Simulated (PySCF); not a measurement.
Molecule: `[SiH3]CC[n+]1ccoc1`, [C5H10NOSi]+.

Bonds (- single, = double, # triple, : aromatic): Si1-C2, C2-C3, C3-N4, N4:C5, C5:C6, C6:O7, O7:C8, C8:N4. Si1 carries H9, H10, H11; C2 carries H12, H13; C3 carries H14, H15; C5 carries H16; C6 carries H17; C8 carries H18. Formal charges: N4 +1.

Total charge +1.

Frames of a GFN2-xTB Langevin trajectory at 400 K; GIAO PBE0/pcSseg-1 shieldings in PySCF 2.14, gas phase, non-relativistic; equivalent atoms averaged within each frame.

Shifts are taken against calculated references (same method and geometry level): ²⁹Si (349.16 ppm) and ¹³C (186.93 ppm) and ¹H (31.72 ppm) vs TMS; ¹⁵N (267.73 ppm) vs NH3; ¹⁷O (336.08 ppm) vs H2O. The references are static minima.

Q: How do the shifts (ppm) fluctuate along the trajectory?

A: 
```tsv
time (fs)	Si1	C8	C6	C5	C3	C2	N4	O7	H18	H17
250	-65.6	167.3	153.8	129.9	52.6	25.5	253.7	360.1	8.98	8.79
425	-60.4	159.1	159.2	139.7	47.8	24.9	254.8	357.6	8.74	8.12
625	-69.3	160.8	165.3	147.3	44.4	25.5	252.5	340.7	8.57	8.74
800	-73.4	155.9	156.7	133.0	48.5	11.3	240.5	342.1	8.74	9.04
1000	-65.9	164.8	155.9	130.0	49.6	32.3	252.5	348.5	10.47	8.40
mean of frames	-66.9	161.6	158.2	136.0	48.6	23.9	250.8	349.8	9.10	8.62
standard deviation	4.8	4.5	4.4	7.5	3.0	7.7	5.8	8.8	0.78	0.36
```

5 frames give an uncertainty of the mean of about the standard deviation over 2.2 at best, since frames this close in time may not be independent; classical motion lacks zero-point vibration, and the reference would need the same averaging.
